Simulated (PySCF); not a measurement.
Working out the ionisation energy of Cl⁺

Cl⁺ [Ne] 3s2 3p4 (3P) → Cl²⁺ [Ne] 3s2 3p3 (4S). All numbers are calculated (PySCF 2.14, no relativity, point nucleus, in 6-31G* (4s3p1d, 18 functions)). Frozen: [Ne]. Energies in hartree (1 hartree = 27.21139 eV):

```tsv
part	Cl⁺ (lower)	Cl²⁺ (upper)
UHF	-459.013539	-458.186783
CCSD correlation	-0.102630	-0.089330
(T)	-0.001160	-0.000805
```

Q: What does Hartree-Fock give?

A: (-458.186783) − (-459.013539) = 0.826756 hartree = 22.497 eV.

Q: What do CCSD and CCSD(T) give?

A: The CCSD correlation energies differ by 0.013300 hartree = 0.362 eV and the triples by 0.000355 hartree = 0.010 eV, so CCSD gives 22.859 eV and CCSD(T) 22.869 eV.

Measured between the centres of the two terms (NIST): 23.771 eV, so CCSD(T) (valence) is off by -0.902 eV.

What remains against the reference includes basis incompleteness, the frozen core and higher excitations.
